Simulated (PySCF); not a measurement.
Run record: excited-state job, `C=C(C#C)C(CC(=O)N)=C`.

Method: TDDFT wB97X-D/def2-SVPD, vertical, gas phase, core orbitals frozen in the response (PySCF 2.14.0, density-fitted response routines). Geometry: PBE0-D3(BJ)/def2-SVP. The input is one job of a driver script: a line of settings, then coordinates in Å.

Input:
```
{"job": {"kind": "uv", "xc": "wB97X-D", "basis": "def2-SVPD", "ip": true}, "charge": 0, "multiplicity": 1}
C      0.162623    -2.181859     1.664670
C      0.735632    -1.344484     0.996855
C      1.365745    -0.335232     0.195257
C      2.445409    -0.645532    -0.548507
C      0.763955     1.027246     0.215180
C      1.538836     2.120105     0.185538
C     -0.739367     1.124598     0.259507
C     -1.387860     0.696028    -1.056248
N     -1.530604    -0.644424    -1.214370
O     -1.734160     1.502817    -1.891980
H     -0.319078    -2.927749     2.270299
H      2.898952     0.098463    -1.206715
H      2.880824    -1.646234    -0.519129
H      1.097065     3.119114     0.161513
H      2.628916     2.047765     0.197663
H     -1.039486     2.165411     0.426816
H     -1.125730     0.507623     1.087497
H     -1.192455    -1.306176    -0.527814
H     -1.879000    -0.982580    -2.101708
```

Question: Give the output.

Answer: 
```
coarse grid: 16416 points
cycle   1  E = -439.4531992689  dE =  1.732e+00  |g| = 8.853e-01  |ddm| = 1.249e+01
cycle   2  E = -439.2697554821  dE =  1.834e-01  |g| = 1.382e+00  |ddm| = 3.292e+00
cycle   3  E = -439.6245366538  dE = -3.548e-01  |g| = 1.081e-01  |ddm| = 1.788e+00
cycle   4  E = -439.6268446457  dE = -2.308e-03  |g| = 5.444e-02  |ddm| = 4.002e-01
cycle   5  E = -439.6274815298  dE = -6.369e-04  |g| = 1.454e-02  |ddm| = 1.694e-01
cycle   6  E = -439.6275301347  dE = -4.860e-05  |g| = 5.923e-03  |ddm| = 5.602e-02
cycle   7  E = -439.6275395543  dE = -9.420e-06  |g| = 2.517e-03  |ddm| = 2.681e-02
final grid: 160216 points
cycle   8  E = -439.7004972450  dE = -1.263e-04  |g| = 7.867e-03  |ddm| = 3.323e-01
cycle   9  E = -439.7004961312  dE =  1.114e-06  |g| = 8.554e-03  |ddm| = 3.649e-02
cycle  10  E = -439.7005113893  dE = -1.526e-05  |g| = 1.230e-03  |ddm| = 1.539e-02
cycle  11  E = -439.7005116943  dE = -3.050e-07  |g| = 6.402e-04  |ddm| = 4.358e-03
cycle  12  E = -439.7005118028  dE = -1.085e-07  |g| = 1.341e-04  |ddm| = 2.311e-03
cycle  13  E = -439.7005118086  dE = -5.746e-09  |g| = 5.494e-05  |ddm| = 5.234e-04
cycle  14  E = -439.7005118097  dE = -1.100e-09  |g| = 3.468e-05  |ddm| = 2.171e-04
cycle  15  E = -439.7005118100  dE = -3.173e-10  |g| = 5.947e-06  |ddm| = 9.466e-05
converged SCF energy = -439.7005118100

Static polarisability (au): isotropic 106.609, principal 87.525 103.788 128.514

Singlet excitations
state   eV       nm        f      main configurations
  1   5.1012    243.0   0.11457   H->L 0.92
  2   5.5385    223.9   0.00593   H-4->L 0.76
  3   5.5966    221.5   0.01747   H->L+1 0.21, H-1->L+1 0.17, H-1->L+5 0.12
  4   5.7700    214.9   0.11986   H-1->L 0.56, H-3->L 0.26
  5   6.1185    202.6   0.03325   H->L+1 0.31, H-1->L+1 0.21, H->L+3 0.14
  6   6.2912    197.1   0.02402   H-3->L 0.47, H-1->L 0.32
  7   6.3808    194.3   0.00302   H-2->L 0.89
  8   6.6337    186.9   0.09262   H->L+1 0.25, H-1->L+3 0.14, H->L+5 0.12
  9   7.0708    175.3   0.00458   H->L+2 0.53
 10   7.2473    171.1   0.05663   H-2->L+1 0.45, H-1->L+1 0.17

Triplet excitations (Tamm-Dancoff, eV): 3.1446 4.1556 5.1851 5.2535
Vertical ionisation energy (delta-SCF) = 8.8523 eV
```

The SCF starts on a coarse grid where the log names one; the energy can jump when the final grid takes over, and dE then counts from the start density on the new grid. H and L stand for HOMO and LUMO; the number after each pair is its weight.

Question: How does the lowest singlet excitation compare with the HOMO–LUMO gap?

Answer: HOMO -8.78 eV and LUMO 0.08 eV give a gap of 8.86 eV; S1 at 5.10 eV lies 3.76 eV below it.

Question: Give S1 in cm⁻¹ and kJ/mol.

Answer: 5.1012 eV × 8065.54 = 41144 cm⁻¹; × 96.485 = 492.2 kJ/mol.

Summary of the converged run: HOMO -8.78 eV, LUMO 0.08 eV; lowest singlet 5.10 eV; lowest triplet 3.14 eV (Tamm–Dancoff); mean polarisability 106.6 au.

Question: Estimate the wall time. Hardware: an x86-64 server with one thread, no GPU (shared host).

Answer: About 6.6 min.

One conformer stands for the species.
Labels such as C1 count atoms from 1, the log's own numbers from 0.

The pairwise dispersion term of wB97X-D wasn't added to the energies; at a given geometry it leaves orbitals and properties as they are.
